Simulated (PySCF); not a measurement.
Te(Cl)(OMe) (CH3ClOTe), SMILES CO[Te]Cl. Atoms are numbered in the order given.

```xyz
7

Te     0.0086    -0.2091     0.6244
Cl    -1.4019     1.3120    -0.5347
O      1.4968    -0.2816    -0.6717
C      1.2805    -0.9610    -1.8877
H      0.5271    -0.4491    -2.5111
H      2.2405    -0.9566    -2.4273
H      0.9608    -2.0077    -1.7384
```
Charge 0, spin multiplicity 1.

Geometry optimised at PBE0-D3(BJ)/def2-SVP. The def2 effective core potentials stand for the cores of Te; spin–orbit coupling is left out. One conformer was computed; it need not be the lowest.

Level of theory: r2SCAN/def2-TZVP (PySCF).

Gas-phase values at a fixed geometry.

Computed frontier levels, gap, dipole moment and polarisability:
| Property | Value |
|---|---|
| highest occupied level | -5.54 eV |
| lowest empty level | -3.11 eV |
| orbital gap | 2.43 eV |
| dipole moment | 1.97 D |
| quadrupole, principal values (traceless, Buckingham form, about the centre of nuclear charge) | -6.05, -1.31, 7.36 D·Å |
| mean static polarisability | 64.8 bohr³ (9.60 Å³) |
| polarisability, principal values | 46.6, 67.2, 80.5 bohr³ |
